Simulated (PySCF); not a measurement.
Geometries of 3 isomers of CH8OSi2, from PBE0-D3(BJ)/def2-SVP geometry optimisation, gas phase (PySCF). One conformer each, no zero-point energy, no frequencies.

Question: Which isomer lies lowest at this level?
A.
```xyz
12
angstrom
C      2.095    0.494    0.012
Si     0.555   -0.402   -0.609
Si    -1.411    0.659    0.125
O     -2.786   -0.164   -0.360
H      2.134    1.523   -0.379
H      3.007   -0.029   -0.314
H      2.103    0.545    1.112
H      0.557   -0.471   -2.105
H      0.547   -1.816   -0.105
H     -1.529    2.025   -0.464
H     -1.349    0.807    1.619
H     -2.844   -1.086   -0.091
```
B.
```xyz
12
angstrom
C      1.987   -0.522    0.327
Si     0.766    0.685   -0.408
O     -0.768    0.344    0.106
Si    -2.157   -0.230    0.771
H      1.752   -1.555    0.026
H      3.009   -0.291   -0.016
H      1.977   -0.472    1.426
H      0.793    0.606   -1.901
H      1.104    2.081    0.004
H     -1.867   -1.409    1.644
H     -2.801    0.835    1.597
H     -3.102   -0.649   -0.306
```
C.
```xyz
12
angstrom
C     -2.192    0.621    0.132
O     -0.829    0.616    0.453
Si     0.197   -0.650    0.087
Si     2.313   -0.021    0.857
H     -2.635    1.566    0.479
H     -2.736   -0.210    0.618
H     -2.361    0.546   -0.959
H      0.211   -0.906   -1.393
H     -0.270   -1.917    0.743
H      2.284    0.210    2.334
H      3.292   -1.113    0.559
H      2.766    1.230    0.176
```

Answer: B. That is `C[SiH2]O[SiH3]`, 23.2 kcal/mol below the next.

```tsv
SMILES	atoms numbered as above	E (Eh)	relative (kcal/mol)	relative (kJ/mol)	dipole (D)
C[SiH2]O[SiH3]	[CH3:1][SiH2:2][O:3][SiH3:4]	-696.55741	0.0	0.0	0.93
C[SiH2][SiH2]O	[CH3:1][SiH2:2][SiH2:3][OH:4]	-696.52045	23.2	97.0	1.56
CO[SiH2][SiH3]	[CH3:1][O:2][SiH2:3][SiH3:4]	-696.49171	41.2	172.5	1.13
```

As drawn, the lowest has an Si–C bond, which the highest lacks; the highest has an Si–Si bond, which the lowest lacks.
